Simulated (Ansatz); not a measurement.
`O=[CH][GaH][F]` + H₂ → `O=[CH][GaH2]` + H–F at 500 K and 1 bar (hydrogenolysis of a Ga–F bond).

Isolated molecules relaxed with PBE0-D4/def2-TZVP in Ansatz; ΔE leaves out vibrations. CCSD(T)/CBS adds triple-zeta CCSD(T) − MP2 to the extrapolated MP2 energy (def2 sets, frozen cores). This one scheme is used for every species. For Ga outer-core shells are correlated without core-valence functions, which leaves a few kJ/mol of doubt a bond. Scalar relativity is left out up to krypton. Each species was taken in one conformer, which may not be the lowest.

```tsv
species	CCSD(T)/CBS energy (Eh)	H − E (kJ/mol)	S (J/(mol·K))
`O=[CH][GaH][F]`	-2138.15893	103.9	372.0
H₂	-1.17544	41.0	145.5
`O=[CH][GaH2]`	-2038.90941	111.2	342.1
H–F	-100.39570	39.4	188.7
```

H − E and S are ideal-gas, rigid-rotor, harmonic terms from PBE0-D4/def2-TZVP, for one conformer and one mirror image of each species. The MP2-based limit puts H₂ 0.8 mEh under its directly extrapolated value; such offsets cancel only in part. 1 Eh = 2625.50 kJ/mol, R = 8.31446 J/(mol·K).

Task: By hand: ΔE, ΔH, ΔS and ΔG.

Result: ΔE = (-2038.90941) + (-100.39570) − (-2138.15893) − (-1.17544) = 0.02926 Eh = 76.8 kJ/mol. Δ(H − E) = 111.2 + 39.4 − 103.9 − 41.0 = 5.7, so ΔH = 82.5 kJ/mol. ΔS = 342.1 + 188.7 − 372.0 − 145.5 = 13.3 J/(mol·K). ΔG = 82.5 − 500 × (13.3)/1000 = 75.8 kJ/mol.

Task: By hand: the equilibrium constant, and the temperature at which ΔG would vanish if ΔH and ΔS stayed fixed.

Result: log₁₀ K = −ΔG/(RT ln 10) = -7.9. ΔG = 0 at ΔH/ΔS = 6203 K, far beyond where these terms or the molecules hold.

The number of gas molecules stays the same, so ΔS is small and ΔH decides. A doubt of 5 kJ/mol in ΔE shifts log₁₀ K by 0.5 here. Other conformers and mirror images would add mixing entropy, several J/(mol·K) or more a flexible species. Modes under 60 cm⁻¹, often nearly free rotors, make the harmonic entropy too high. These are equilibria of isolated gas molecules and say nothing of rates. Largest T1 diagnostic: 0.017 (customary marks: 0.02 for closed shells, 0.045 for open ones).
